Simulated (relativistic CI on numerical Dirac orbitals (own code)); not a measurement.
**Forbidden transitions in As²⁸⁺**

These numbers are calculated, not measured: Dirac-Coulomb-Breit CI, KLI orbitals optimised for each configuration, model QED (radiative potential, 1s self-energy scaled to tabulated hydrogen-like ionisation energies), unscaled Slater integrals (own radial code, finite nucleus).

Configuration list (outside the closed core 1s2): 2s2 2p, 2s 2p2, 2p3, 2p2 3s, 2p2 3p, 2p2 3d, 2s2 3s, 2s2 3p, 2s2 3d, 2s 2p 3s, 2s 2p 3p, 2s 2p 3d, 2s2 4s, 2s2 4p, 2s2 4d, 2s2 4f. Levels of other configurations are missing.

```csv
λ vac (Å),Lower,Upper,Type,A (s⁻¹),gf,Branching (%)
6.4370,2s 2p2 4P_5/2 [5],2p2 3d 2G_9/2 [114],E2,2.04e+09,1.27e-04,2.7
6.5619,2s 2p2 4P_3/2 [4],2p2 3d 4F_7/2 [93],E2,4.65e+10,2.40e-03,3.0
6.5807,2s 2p2 4P_5/2 [5],2p2 3d 4F_9/2 [98],E2,4.65e+10,3.02e-03,67.0
6.5920,2s 2p2 4P_5/2 [5],2p2 3d 2F_7/2 [95],E2,3.33e+10,1.74e-03,23.3
6.6068,2s 2p2 2D_5/2 [8],2p2 3d 2G_9/2 [114],E2,4.59e+10,3.00e-03,61.6
6.7102,2s 2p2 2D_3/2 [6],2p2 3d 2F_7/2 [95],E2,6.30e+09,3.40e-04,4.4
6.7582,2s 2p2 2D_5/2 [8],2p2 3d 4F_9/2 [98],E2,1.77e+09,1.21e-04,2.5
6.7701,2s 2p2 2D_5/2 [8],2p2 3d 2F_7/2 [95],E2,3.77e+09,2.07e-04,2.6
6.9269,2s 2p2 2P_3/2 [10],2p2 3d 2F_7/2 [95],E2,3.48e+09,2.00e-04,2.4
7.0158,2s 2p2 4P_3/2 [4],2s 2p 3p 4D_7/2 [41],E2,7.67e+09,4.53e-04,33.7
7.0731,2s 2p2 4P_5/2 [5],2s 2p 3p 4D_7/2 [41],E2,9.04e+09,5.43e-04,39.7
7.1716,2s 2p2 2D_5/2 [8],2s 2p 3d 4F°_9/2 [49],M2,1.07e+08,8.27e-06,12.0
7.2280,2s2 2p 2P°_3/2 [2],2s2 3p 2P°_1/2 [17],E2,1.90e+10,2.98e-04,3.2
7.2786,2s 2p2 2D_5/2 [8],2s 2p 3p 4D_7/2 [41],E2,2.18e+09,1.38e-04,9.6
297.09,2s2 2p 2P°_1/2 [1],2s2 2p 2P°_3/2 [2],M1,3.40e+05,1.80e-05,100.0
```

Terms are leading LS components. Brackets give the number of a level in order of energy, since labels repeat. The list gives strong lines, with weight on those to low levels. Levels whose partners in the same complex of configurations lie outside the list can be far off, and so can their lines. Rates are taken at the computed energies, electric ones in the length gauge.

At this charge energies of transitions that change n are usually good to better than 1 %, and those within a shell (Δn = 0) to a few per cent.

LS names give the leading component of a level, which can be under half, so a name can repeat, a term be missing and a line seem to break the LS rules.
